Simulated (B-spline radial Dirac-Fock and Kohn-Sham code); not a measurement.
Kohn-Sham estimates against Dirac-Fock for the levels of Ta⁶⁷⁺

System: Ta⁶⁷⁺ in the configuration 1s2 2s2 2p2.

The density-functional columns are spherical, spin-unpolarised Dirac-Kohn-Sham results without Breit or QED terms: −ε is minus the orbital energy of the initial state and ΔSCF the difference of two total energies. The reference in the last column comes from ΔSCF Dirac-Fock with Breit, self-energy and vacuum polarisation, finite nucleus, configuration average. All numbers are from a radial finite-basis atomic code, in eV; a selection of levels is shown. The Kohn-Sham columns are given as differences from the reference. For the 1s level of heavy atoms much of the gap between ΔSCF and the reference is the Breit and QED part, -298.8 eV here; for other levels the error of the functional can be larger.

```csv
level,LDA −ε − DF,LDA ΔSCF − DF,Dirac-Fock
K (1s),-303.2,+312.8,74947.4
L1 (2s),-113.5,+38.5,18130.7
"L2,3 (2p)",-157.1,+15.9,16969.2
```

Values without a named source are computed, but for edge energies of neutral atoms, which are taken from tables.
